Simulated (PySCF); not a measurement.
Absolute configuration from chiroptical data

Computed with PySCF 2.14.0, TDDFT CAM-B3LYP/def2-SVPD circular dichroism and optical rotation, one conformer, gas phase. Geometry: GFN2-xTB.

Values for one enantiomer of [C₂H₈FSSi₂]+, R in 10⁻⁴⁰ esu² cm² (velocity form):
| λ (nm) | f | R |
| --- | --- | --- |
| 193 | 0.014 | -17.6 |
| 189 | 0.016 | -5.8 |
| 179 | 0.005 | +0.6 |
| 171 | 0.0008 | +22.7 |
| 167 | 0.024 | +22.1 |
| 163 | 0.018 | -28.4 |
| 158 | 0.106 | -60.0 |
| 155 | 0.003 | -3.1 |
| 154 | 0.037 | +69.6 |
| 150 | 0.063 | -10.0 |
| 144 | 0.055 | +31.6 |
| 142 | 0.002 | +5.9 |

[α] at 589.3 nm: +12 deg dm⁻¹ (g/mL)⁻¹ (origin-invariant length gauge).

Problem. Which structure gives these signs?
A. C[S@@+]1[SiH2]C[Si@@H]1F
B. C[S@+]1[SiH2]C[Si@H]1F

Solution. A. Its CIP labels in SMILES order are S, R; the other enantiomer gives every sign reversed.

Geometry of C[S@@+]1[SiH2]C[Si@@H]1F as run:
```xyz
14

C     2.075   -0.325    0.365
S     0.913   -0.183   -1.032
Si   -0.928   -1.390   -0.299
C    -1.686    0.269    0.317
Si   -0.432    1.533   -0.368
F    -0.948    2.125   -1.748
H     2.584   -1.279    0.267
H     1.553   -0.268    1.315
H     2.799    0.479    0.277
H    -0.356   -2.253    0.725
H    -1.449   -1.962   -1.527
H    -2.692    0.449   -0.067
H    -1.784    0.303    1.403
H     0.352    2.502    0.350
```
